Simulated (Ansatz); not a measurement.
Relaxing a trial structure of AlBrH4OSi

The starting geometry of this gas-phase singlet is a saddle point at PBE0-D3(BJ)/def2-SVP, pushed by 0.25 Å along its imaginary mode; its bonds are those of `[AlH2][O][SiH2]Br`.

```yaml
atoms:
  - { symbol: Al, position_ang: [-1.0507, -1.5789, -0.7461] }
  - { symbol: Br, position_ang: [-0.5851, 2.6662, 0.3750] }
  - { symbol: O, position_ang: [-1.6633, -0.3059, 0.2260] }
  - { symbol: Si, position_ang: [-1.9805, 1.0608, 1.0558] }
  - { symbol: H, position_ang: [-1.8510, -1.9208, -2.0811] }
  - { symbol: H, position_ang: [0.2530, -2.3374, -0.2178] }
  - { symbol: H, position_ang: [-1.7432, 0.8745, 2.5066] }
  - { symbol: H, position_ang: [-3.3535, 1.5445, 0.7817] }
```

Task: Predict what becomes of its bonds when it is optimised with PBE0-D3(BJ)/def2-SVP.

Result: It keeps its bonds, and is `[AlH2][O][SiH2]Br`.

The energy falls by 0.01 eV over 46 steps:

```
step  E − E(last) (eV)
   1             0.013
   6             0.008
  11             0.006
  16             0.004
  21             0.002
  26             0.001
  31             0.000
  36             0.000
  41             0.000
  46             0.000
```

Final geometry (Å):

```xyz
8

Al   -1.0751   -1.5407   -0.7833
Br   -0.1273    2.2647    1.0604
O    -1.7930   -0.3076    0.1614
Si   -2.0110    1.0659    1.0189
H    -2.0079   -2.7557   -1.1701
H     0.4416   -1.3898   -1.1993
H    -2.3520    0.7491    2.4306
H    -3.0496    1.9172    0.3816
```

Frequencies at the end are all real (lowest 35 cm⁻¹). Run with Ansatz 0.2.0, 120 s on 2 threads of Arm Neoverse V1, with other jobs on the host.
